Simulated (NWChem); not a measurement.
Molecule: C$_{4}$H$_{3}$N$_{2}$, doublet; SMILES n1[c]nccc1

Program: NWChem. Pople sets run with spherical d functions. Spin-unrestricted. In the optimisation the excess spin sits in a1 (C2v, its own frame). Coordinates come from a PBE0/def2-SVP, spin-unrestricted optimisation. No stability test was run on the SCF state. Total energies compare along this basis series because the functional is fixed.

```tsv
level	basis functions	energy (Ha)	highest occupied level (eV)	lowest empty minus highest occupied level, either spin (eV)	dipole (D)
CAM-B3LYP/STO-3G	33	-260.1175	[?]	[?]	[?]
CAM-B3LYP/3-21G	60	-262.0271	-7.73	7.49	3.74
CAM-B3LYP/6-31G*	90	-263.4984	-7.91	7.62	3.44
CAM-B3LYP/6-31+G*	114	-263.5102	-8.24	7.35	3.76
CAM-B3LYP/6-311G**	126	-263.5691	-8.12	7.49	3.56
CAM-B3LYP/6-311++G**	153	-263.5744	-8.27	7.35	3.76
```

**Question.** Fill in the missing entries.

**Answer.** 
- CAM-B3LYP/STO-3G, highest occupied level (eV): -5.93
- CAM-B3LYP/STO-3G, lowest empty minus highest occupied level, either spin (eV): 7.98
- CAM-B3LYP/STO-3G, dipole (D): 2.89
